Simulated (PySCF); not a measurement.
C4H8OS. Atoms are numbered in the order given.

```xyz
14

C      2.7760    -0.0452    -0.7155
C      1.2725    -0.2078    -0.8960
S      0.3935     0.2377     0.6493
C     -1.2969    -0.0517     0.1107
C     -2.3222     0.2331     1.1879
O     -1.5674    -0.4333    -1.0008
H      3.0437     0.9939    -0.4677
H      3.1600    -0.6955     0.0860
H      3.2958    -0.3151    -1.6483
H      0.8826     0.4357    -1.6975
H      0.9983    -1.2423    -1.1478
H     -2.2571     1.2852     1.5064
H     -3.3246     0.0250     0.7912
H     -2.1312    -0.3945     2.0723
```
Charge 0, spin multiplicity 1.

Geometry: B3LYP-D3(BJ)/def2-SVP. The geometry has at least one imaginary mode, so it is a saddle point at that level. The values are those of a single conformer.

Calculation: TDDFT-PBE/def2-SVPD (PySCF 2.14.0).

Vertical excitations. The molecule is in vacuum.

Problem. Give excitation energies, oscillator strengths and character. (Estimate from the structure and the level; the computed values follow.)

Solution. 
| state | energy (eV) | λ (nm) | f | main pairs |
|---|---|---|---|---|
| S1 | 4.65 | 267 | 0.000 | HOMO→LUMO 100 % |
| S2 | 5.06 | 245 | 0.045 | HOMO−1→LUMO 80 %, HOMO→LUMO+1 17 % |
| S3 | 5.60 | 221 | 0.000 | HOMO−1→LUMO+1 99 % |
| S4 | 5.78 | 215 | 0.081 | HOMO→LUMO+1 78 %, HOMO−1→LUMO 13 % |
| S5 | 6.09 | 204 | 0.018 | HOMO−1→LUMO+2 100 % |
| S6 | 6.09 | 203 | 0.022 | HOMO→LUMO+2 99 % |
| S7 | 6.62 | 187 | 0.001 | HOMO−2→LUMO 98 % |
| S8 | 6.68 | 186 | 0.014 | HOMO→LUMO+3 97 % |
| S9 | 6.73 | 184 | 0.002 | HOMO−1→LUMO+3 85 % |
| S10 | 6.89 | 180 | 0.000 | HOMO−1→LUMO+4 84 % |
| T1 | 4.13 | 300 | 0 | HOMO−1→LUMO 99 % |
| T2 | 4.14 | 300 | 0 | HOMO→LUMO 99 % |
| T3 | 5.23 | 237 | 0 | HOMO−1→LUMO+1 99 % |
| T4 | 5.29 | 234 | 0 | HOMO→LUMO+1 98 % |
Triplets are in the Tamm–Dancoff approximation, which puts them higher than full response would, so one can lie above its singlet here.
